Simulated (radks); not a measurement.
The erbium anion Er- inside a hard spherical wall (all orbitals vanish at R), configuration held at [Xe] 4f13 6s2 and not refilled when levels cross. Method: scalar-relativistic Kohn-Sham, r2SCAN, spin-polarised, spherical densities, finite nucleus; open shells are filled with parallel spins first (spin-orbit coupling, left out, can overturn this in heavy ions); meta-GGA in the generalised Kohn-Sham scheme; Fermi nuclear charge, rms radius 5.2516 fm; computed with a radial shooting solver on a logarithmic mesh with Libxc functionals. Eigenvalues in eV for spin up, with the zero of energy where the potential of the charges vanishes at infinity; a dash marks a level that is unbound or too diffuse for the functional's potential to be trusted. A positive occupied level is held by the wall or, in an anion where self-interaction has pushed it up, behind a barrier. The pressure on the wall is -dE/dV.

| R (bohr) | E (hartree) | kinetic (hartree) | e(5s) | e(5p) | e(6s) | e(6p, empty) | e(5d, empty) | e(4f) | pressure (GPa) |
|---|---|---|---|---|---|---|---|---|---|
| 7 | -13086.1713 | 14186.153 | -41.713 | -16.151 | 3.743 | 7.151 | 7.907 | 9.234 | 3.85 |
| 6 | -13086.0568 | 14186.463 | -39.760 | -14.313 | 5.855 | 10.308 | 9.944 | 11.273 | 10.7 |
| 4 | -13085.1034 | 14189.420 | -32.200 | -7.330 | 19.850 | 30.300 | 19.397 | 19.617 | 177 |
| 3.5 | -13084.2371 | 14192.392 | -27.971 | -3.253 | 30.678 | 44.558 | 25.293 | 24.622 | 471 |
| 3 | -13082.3555 | 14198.927 | -20.898 | 4.047 | 51.494 | 70.379 | 35.728 | 33.289 | 1460 |
| 2 | -13064.3123 | 14256.750 | 23.353 | 55.147 | 199.40 | 237.34 | 104.55 | 82.826 | 26700 |
